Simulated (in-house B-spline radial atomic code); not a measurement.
# Mn4+: [Ne] 3s2 3p5 3d4 (an excited or competing configuration)

Computed with an all-electron radial atomic-structure program (B-spline basis): Dirac-Hartree-Fock, average of configuration, Fermi nucleus of rms radius 3.7057 fm.

Effective charges: Z_r = [3n² - l(l+1)]/(2<r>) from the radius, Z_e = n√(-2ε) from the energy, and Slater's rules. Values are occupation-weighted means over j.

```json
{"shell": "1s", "electrons": "2", "ε (eV)": "-6666.8", "<r> (bohr)": "0.06086", "Z_r": "24.65", "Z_e": "22.14", "Slater": "24.70"}
{"shell": "2s", "electrons": "2", "ε (eV)": "-867.42", "<r> (bohr)": "0.2773", "Z_r": "21.64", "Z_e": "15.97", "Slater": "20.85"}
{"shell": "2p", "electrons": "6", "ε (eV)": "-741.02", "<r> (bohr)": "0.2465", "Z_r": "20.29", "Z_e": "14.76", "Slater": "20.85"}
{"shell": "3s", "electrons": "2", "ε (eV)": "-162.42", "<r> (bohr)": "0.8325", "Z_r": "16.22", "Z_e": "10.37", "Slater": "14.10"}
{"shell": "3p", "electrons": "5", "ε (eV)": "-125.87", "<r> (bohr)": "0.8706", "Z_r": "14.36", "Z_e": "9.12", "Slater": "14.10"}
{"shell": "3d", "electrons": "4", "ε (eV)": "-71.599", "<r> (bohr)": "0.9606", "Z_r": "10.93", "Z_e": "6.88", "Slater": "6.95"}
```

The least bound orbital is 3d5/2 at -71.54 eV, and it is also the most diffuse (<r> = 0.9616 bohr).

Spin-orbit splittings of the orbital energies (j = l + 1/2 above j = l - 1/2 when positive): 2p 10.63 eV, 3p 1.425 eV, 3d 0.147 eV.

For the 1s electron the small component carries 0.808 % of the norm, the zero-frequency Breit interaction raises the level by 7.362 eV, self-energy by 3.603 eV, and vacuum polarisation lowers it by 0.3004 eV.
